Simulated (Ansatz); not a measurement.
Geometry optimisation, RKS PBE-D4/def2-SVP (Ansatz 0.2.0).

Input:

```yaml
crystal:
  periodic: [false, false, false]
  atoms:
    - { symbol: C, position_ang: [-1.6002, 0.0996, 0.7405] }
    - { symbol: Si, position_ang: [0.1522, 0.4082, 0.4202] }
    - { symbol: Si, position_ang: [1.0669, -1.5466, -0.3491] }
    - { symbol: C, position_ang: [0.5782, 1.7042, -0.89] }
    - { symbol: O, position_ang: [-0.3016, 1.8351, -1.8091] }
    - { symbol: H, position_ang: [-2.1699, -0.1502, -0.1838] }
    - { symbol: H, position_ang: [-1.7875, -0.6239, 1.492] }
    - { symbol: H, position_ang: [-2.085, 1.0817, 1.0768] }
    - { symbol: H, position_ang: [0.8144, 0.8192, 1.7469] }
    - { symbol: H, position_ang: [2.5507, -1.3394, -0.5788] }
    - { symbol: H, position_ang: [0.433, -2.0254, -1.5589] }
    - { symbol: H, position_ang: [0.9851, -2.6005, 0.7165] }
    - { symbol: H, position_ang: [1.384, 2.3035, -0.8083] }
basis:
  gaussian: { orbitals: def2-SVP }
hamiltonian:
  xc: pbe
  dispersion: d4
relax:
  f_tol: 0.02
  max_steps: 50
```

Command:

```bash
$ ansatz run input.yaml --threads 2 --pin off --max-ram 3072MiB --backend cpu --events-out ev --progress --plain --runs-dir out
```

Task: Where does it end, and by what steps?

Result: The run converged. The force dipped under the threshold on the way, but the program's further checks kept it going. After 12 steps the energy has fallen by 0.728 eV; H6 moved furthest, 0.33 Å.

```csv
step,energy less start (eV),largest force component (eV/Å),accepted
0,0.0000,6.842,yes
1,-0.4044,3.469,yes
2,-0.6394,1.946,yes
3,-0.6783,0.978,yes
4,-0.7178,0.235,yes
5,-0.7239,0.107,yes
6,-0.7258,0.078,yes
7,-0.7267,0.111,yes
8,-0.7254,0.256,no
9,-0.7279,0.014,yes
10,-0.7281,0.030,yes
11,-0.7192,0.404,no
12,-0.7281,0.005,yes
```

```xyz
13
Properties=species:S:1:pos:R:3
C -1.690 0.186 0.731
Si 0.174 0.375 0.498
Si 1.193 -1.608 -0.269
C 0.434 1.692 -0.914
O -0.454 1.934 -1.713
H -2.157 0.167 -0.275
H -1.962 -0.740 1.274
H -2.102 1.054 1.283
H 0.897 0.836 1.741
H 2.649 -1.372 -0.572
H 0.508 -2.070 -1.528
H 1.088 -2.700 0.764
H 1.444 2.211 -1.005
```

Whether the end is a true minimum wasn't checked by a vibrational analysis.

Time of the run: 24 s on 2 threads of Intel(R) Xeon(R) Platinum 8375C CPU @ 2.90GHz (Ice Lake), with other jobs on the host, peak memory 0.17 GiB.
